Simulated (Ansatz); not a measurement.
C3H3 (SMILES [C]#CC), doublet, geometry from GFN2-xTB; B97M-V/def2-SVPD (Ansatz, a program for electronic structure).

Input for Ansatz:
Ansatz 0.2 input:
```yaml
crystal:
  periodic: [false, false, false]
  atoms:
    - {symbol: C, position_ang: [0.00175930, -0.00079138, 0.33446282]}
    - {symbol: C, position_ang: [0.00804284, -0.00361788, 1.52903105]}
    - {symbol: C, position_ang: [-0.00590540, 0.00265640, -1.12268107]}
    - {symbol: H, position_ang: [0.03996787, 1.03022063, -1.47944750]}
    - {symbol: H, position_ang: [0.85747672, -0.55120368, -1.48748952]}
    - {symbol: H, position_ang: [-0.92082503, -0.46849982, -1.47793980]}
basis:
  gaussian:
    orbitals: def2-SVPD
hamiltonian:
  xc: {name: B97M-V}
magnetization: {spin_polarized: true, initial_magnetization: 1}
```

What the program printed (banner, timings and long lists left out):

```
Functional definition: B97M-V
699 factors; their error is unknown
mean field evaluation 1: about -3147.0063 eV, gradient 3.2e1 eV
mean field evaluation 2: about -3136.8784 eV, gradient 5.1e1 eV
mean field evaluation 4: about -3152.2398 eV, gradient 3.7e0 eV
mean field evaluation 8: about -3152.2920 eV, gradient 1.6e-1 eV
mean field evaluation 16: about -3152.2924 eV, gradient 2.2e-4 eV
mean field evaluation 32: about -3152.2259 eV, gradient 1.7e0 eV
mean field evaluation 64: about -3152.2493 eV, gradient 2.4e0 eV
mean field -3152.29237299 eV, -115.8446080069 hartree, gradient 1.3e-5 eV, S^2 0.787697; 8 other end points of the search recorded, 0 dependent functions left out
reference -3152.29242516 eV, -115.8446099242 hartree; 11, 10 occupied and 73, 74 virtual orbitals, 699 factors
Total energy: -3152.29242516 eV, -115.8446099242 hartree
```
